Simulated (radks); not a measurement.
Spherical quantum dot in the effective-mass picture: electrons in a hard-walled sphere of radius 3.8, all in effective atomic units (hartree* = m*/eps^2 hartree, bohr* = eps/m* bohr), one dielectric constant everywhere. Calculated with a radial shooting solver with Libxc functionals: non-relativistic Kohn-Sham, r2SCAN, spin-polarised, spherical densities, generalised Kohn-Sham scheme. Levels are named by radial order and angular momentum (1s, 1p, 1d, 2s, ...), and open shells are averaged over m. Results are scaled to m* = 0.141 and eps = 15.6, for which hartree* = 15.77 meV and bohr* = 5.855 nm.

N = 7, configuration 1s2 1p(up 3, down 2). This is the lowest configuration that the search found. Occupied and some empty levels:

level    occupation  eigenvalue (meV)  <r> (nm)
1s up             1            41.986     13.27
1s down           1            42.428     13.22
1p up             3            46.019     14.37
1p down           2            46.546     14.35
1d up             0            52.236     15.17
1d down           0            52.853     15.17
1f up             0            60.298     15.78
2s up             0            60.376     10.48
2s down           0            60.832     10.49
1f down           0            61.013     15.78

Energy (meV): total 181.850, kinetic 71.673, external 0, Hartree 145.65, exchange-correlation -35.475.

Electron density:

r (nm)  n(r) (e/nm^3)
1.13       0.00008419
2.24       0.00009440
3.35        0.0001112
4.46        0.0001340
5.57        0.0001624
6.69        0.0001950
7.79        0.0002295
8.91        0.0002632
10.0        0.0002926
11.1        0.0003141
12.2        0.0003240
13.3        0.0003187
14.5        0.0002959
15.6        0.0002558
16.7        0.0002026
17.8        0.0001425
18.9       0.00008510
20.0       0.00003850
21.1        9.482e-06
22.2        2.157e-08
